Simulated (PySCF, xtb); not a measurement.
C5H4O2, SMILES C1=COC(=C=C)O1.

Harmonic wavenumbers (cm⁻¹) from GFN2-xTB in xtb 6.7.1 at its own minimum, in rising order: 139, 144, 154, 517, 523, 550, 574, 579, 736, 785, 839, 858, 893, 1000, 1016, 1054, 1076, 1154, 1211, 1335, 1473, 1639, 2100, 3031, 3036, 3197, 3214.

Q: What does TPSSh-D3(BJ)/def2-SVP in PySCF 2.14.0 give at its own minimum? (The exact figures need the calculation; the answer reports its results.)

A: 127, 160, 163, 534, 563, 571, 596, 598, 723, 812, 838, 911, 951, 1027, 1065, 1086, 1118, 1187, 1346, 1353, 1516, 1683, 2103, 3070, 3142, 3295, 3321. Paired by order, the mean absolute difference is 40 cm⁻¹ and the zero-point energies are 46.9 and 48.4 kcal/mol.
